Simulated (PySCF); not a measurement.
Species: C₈H₉ClO₂.
Numbering: `[CH3:1][CH:2]([CH3:3])[c:4]1[cH:5][cH:6][o:7][c:8]1[C:9](=[O:10])[Cl:11]`

Structure used (GFN2-xTB), in Å, numbered top down from 1:
```
atom  x, y, z in Å
C1    -1.5725    0.7711   -0.9668
C2    -1.0158    0.1043    0.2971
C3    -1.8277   -1.1378    0.6571
C4     0.4243   -0.2191    0.0771
C5     0.9922   -1.4365   -0.3549
C6     2.3398   -1.2240   -0.4382
O7     2.6557    0.0192   -0.0956
C8     1.4995    0.6516    0.2212
C9     1.4999    2.0188    0.6576
O10    0.5572    2.6948    0.9413
Cl11   3.1394    2.6870    0.7635
H12   -2.6232    1.0098   -0.8263
H13   -1.4763    0.1053   -1.8221
H14   -1.0338    1.6917   -1.1742
H15   -1.0779    0.8288    1.1151
H16   -1.3889   -1.6515    1.5092
H17   -2.8439   -0.8503    0.9145
H18   -1.8731   -1.8274   -0.1824
H19    0.4774   -2.3487   -0.5726
H20    3.1426   -1.8762   -0.7236
```

Probes without a nucleus sit at each ring's centroid and 1 Å off its mean plane on both sides; NICS is minus the shielding there, NICSzz its component along the normal. Level: GIAO PBE0/pcSseg-1 (PySCF, non-relativistic, gas phase) on the GFN2-xTB geometry, one conformer.

Ring bond lengths (Å), with Mayer bond orders in brackets: C4–C5 1.411 (1.35), C5–C6 1.367 (1.52), C6–O7 1.328 (1.16), O7–C8 1.355 (0.99), C8–C4 1.391 (1.44).

Q: What do the NICS probes read (ppm)?

A: 
| ring | type | NICS(0) | NICS(1), two faces | NICS(1)zz, two faces | rms pucker (Å) | centre to ring atoms, mean (Å) |
| --- | --- | --- | --- | --- | --- | --- |
| C4–C5–C6–O7–C8 | 5-membered ring with O; formal bonds all aromatic | -11.1 | -10.2 / -10.3 | -23.4 / -23.9 | 0.00 | 1.17 |

Q: What do they say, and how far can they be read as aromaticity?

A: 
- C4–C5–C6–O7–C8: mean NICS(1)zz -23.7 ppm, shielded. The ring is flat and has no four-coordinate atom; by the NICS criterion it is aromatic.

Q: What does the geometric index give? HOMA takes Krygowski's 1993 parameters.

A: 
- C4–C5–C6–O7–C8: HOMA 0.57; the largest term is that of O7–C8, α(R − Ropt)² = 1.29.

Q: What field does 7.05 T along the ring normal induce along that normal at the second NICS(1) probe listed for ring C4–C5–C6–O7–C8, 1 Å off the ring?

A: NICSzz × B0 = -23.9 ppm × 7.05 T = -168 μT, against the applied field.

Q: What are the shieldings of the ring atoms and their hydrogens in the same run (means over atoms taken as equivalent)?

A: 
```tsv
atoms	environment	σ isotropic (ppm)
C4	substituted aromatic carbon	28.3
C5	aromatic CH carbon	68.5
C6	aromatic CH next to a ring oxygen	32.7
O7	furan-type oxygen	24.6
C8	substituted aromatic carbon	40.8
H19	aromatic hydrogen	24.91
H20	aromatic hydrogen	24.05
```
